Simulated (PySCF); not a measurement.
Unknown compound

An unknown has the formula C5H12BNO. Its calculated NMR data are:

$^{1}$H NMR (400 MHz, computed): δ 4.23 (s, 2H), 3.22 (sept, 1H), 2.16 (br, 3H), 1.30 (d, 6H).

$^{13}$C{$^{1}$H} NMR (computed): δ 115.5 (C), 79.2 (CH), 56.4 (CH2), 23.4 (CH3, 2C).

PySCF 2.14.0 with density-fitted response routines calculation with geometry from PBE0-D3(BJ)/def2-SVP and σ from GIAO-PBE0/pcSseg-1; one computed conformer, relativity neglected, one averaged value for each set of equivalent atoms, isolated molecule.

Shifts are taken against calculated references (same method and geometry level): TMS for $^{1}$H (σ = 31.27 ppm) and $^{13}$C (σ = 184.41 ppm).

Q: Propose a structure and justify it.

A: 
- 4 carbon signals for 5 carbons: some carbons are equivalent by symmetry or fast rotation.
- Carbon types of the structure: 1 × C, 1 × CH, 1 × CH2, 2 × CH3, leaving 3 H on heteroatoms.
- δC 115.5: nitrilium-type carbon.
- δC 79.2: sp3 CH bonded to O; pulled downfield by the heteroatom.
- δC 56.4: sp3 CH2 bonded to O, α to a nitrile; deshielded by the electronegative neighbour.
- δC 23.4: methyl carbon; a saturated carbon with 1 carbon neighbour and no heteroatom attached.
- δH 4.23: hydrogen on an sp3 CH2 bonded to O, α to a nitrile; its carbon carries O, hence the downfield position.
- δH 3.22: hydrogen on an sp3 CH bonded to O; its carbon carries O, which withdraws density.
- δH 1.30: hydrogen on a methyl carbon.

The compound is `[BH3-][N+]#CCOC(C)C`.

The data come from this structure; uniqueness wasn't tested.

Hydrogens on boron are broadened and split by $^{11}$B (spin 3/2, 80 %) and 10B (spin 3). Shifts are as computed. Against solution values, carbons near 30 ppm lie about +2 ppm off and those near 130 ppm about +5 ppm. Of 1211 compounds with measured shifts, 218 miss one by over three times the rms of a fit or turn the order of signals round; such compounds aren't used in these exercises. No couplings were computed; multiplicities are counted from neighbouring protons, with m where these are inequivalent, close in shift, in a saturated or five-membered ring or joined by F or P, and br s for small geminal =CH2 splittings.
